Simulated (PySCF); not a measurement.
## Co⁺: excitation energy

Co⁺ [Ar] 3d8 (3F) → Co⁺ [Ar] 3d7 4s1 (5F), as a difference of total energies. Computed with PySCF 2.14 in aug-cc-pwCVTZ (10s9p7d4f3g, 127 functions), with the non-relativistic Hamiltonian (point nucleus). Correlated levels: valence: [Ar] frozen; valence and next inner shell: [Ne] frozen; nothing frozen. The calculations carry no spin-orbit coupling.

```
                            method  excitation energy (eV)
                               UHF                  -1.159
                               LDA                   1.108
                              PBE0                   0.582
                            r2SCAN                   0.569
                             M06-L                   1.187
                               M06                   1.421
                              BP86                   0.947
                     MP2 (valence)                   0.935
                 SCS-MP2 (valence)                   1.073
MP2 (valence and next inner shell)                   1.392
               MP2 (all electrons)                   1.408
           SCS-MP2 (all electrons)                   1.342
```

Estimate what PBE gives.

0.911 eV, closest to MP2 (valence) among the rows shown.

Estimate what SCS-MP2 (valence and next inner shell) gives.

1.336 eV, closest to SCS-MP2 (all electrons) among the rows shown.

These non-relativistic numbers lack the scalar-relativistic shift.

Errors of the correlated levels include the incompleteness of this basis and the frozen core.

For comparison: 0.429 eV (measured; NIST levels, between the centres of gravity of the two terms).
